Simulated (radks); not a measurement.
Results of a calculation; reference values are marked as such.
Ag IV, 44 electrons, occupied as [Kr] 4d8.

Level of theory: scalar-relativistic Kohn-Sham, OLYP, spin-unpolarised, spherical densities, finite nucleus; Fermi nuclear charge, rms radius 4.5454 fm (a radial shooting solver on a logarithmic mesh with Libxc functionals).

Energy parts (hartree):
part                        energy
total                  -5315.64236
kinetic                 5522.32687
electron-nucleus      -12785.93878
Hartree                 2098.08058
exchange-correlation    -150.11104

Orbitals (lengths in bohr, moments of r in powers of bohr; <r^-3> diverges for s and p1/2; r(90%) holds 90 % of the orbital's charge):
| orbital | occ. | eigenvalue (hartree) | r(90%) | <r^4> | <r^-3> | <1/r> |
|---|---|---|---|---|---|---|
| 1s | 2 | -932.1933 | 0.0558 | 4.454e-06 | - | 49.42 |
| 2s | 2 | -138.6259 | 0.208 | 0.0007912 | - | 11.23 |
| 2p | 6 | -124.5193 | 0.192 | 0.0005672 | 3777 | 10.85 |
| 3s | 2 | -26.61947 | 0.542 | 0.03688 | - | 3.947 |
| 3p | 6 | -21.98442 | 0.553 | 0.03944 | 676.4 | 3.761 |
| 3d | 10 | -14.68367 | 0.546 | 0.03770 | 92.59 | 3.536 |
| 4s | 2 | -4.92295 | 1.31 | 1.283 | - | 1.522 |
| 4p | 6 | -3.56825 | 1.45 | 1.907 | 114.1 | 1.375 |
| 4d | 8 | -1.61275 | 1.93 | 6.021 | 10.18 | 1.068 |

The highest occupied level is 4d at -43.885 eV. For comparison, the ionisation energy in NIST's Atomic Spectra Database is 49 eV (theoretical). In exact Kohn-Sham theory the highest level is minus the ionisation energy, but local and semilocal functionals leave it too shallow, through self-interaction and a potential that decays too fast; potentials with the right tail come closer.

Beside tabulated values, note that spin-unpolarised runs miss the spin-polarisation part of the exchange energy of open shells.
